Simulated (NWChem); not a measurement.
System: CH₅FSSi; SMILES CS[SiH2]F

```xyz
9

Si     0.4600     1.0389    -0.1610
F     -0.6641     1.9999     0.4949
S      0.3945    -0.9578     0.5667
C     -1.1151    -1.5985    -0.2856
H      0.2161     1.0433    -1.6253
H      1.7981     1.5538     0.2101
H     -1.1314    -2.6778    -0.1218
H     -2.0191    -1.1586     0.1400
H     -1.0715    -1.4018    -1.3596
```
Atoms are numbered in this order, from 1.

Level: B3LYP/6-31G* (spherical d) (NWChem), optimised geometry, unscaled harmonic frequencies. 

Q: List the harmonic frequencies with IR intensities, and the thermochemistry.

A: 
```
frequency (cm⁻¹)  IR intensity (km/mol)
----------------  ---------------------
82                                  3.3
118                                 0.2
177                                 1.8
257                                 7.4
515                                40.6
611                                39.2
694                                14.7
785                                15.5
877                                23.5
926                               292.9
968                               189.3
994                                17.1
1010                                3.2
1392                                9.2
1507                                8.2
1515                                7.7
2267                              119.3
2299                              146.4
3078                               20.4
3165                                6.6
3174                                3.7
```

- zero-point energy = 37.7 kcal/mol
- thermal correction to the enthalpy at 298.15 K (with zero-point energy) = 42.2 kcal/mol
- heat capacity Cv = 19.6 cal/(mol K)
- entropy at 298.15 K and 1 atm (symmetry number 1) = 79.1 cal/(mol K)
- dipole moment = 1.72 D

Rigid rotor and harmonic oscillator; modes under 100 cm⁻¹ make the entropy uncertain.
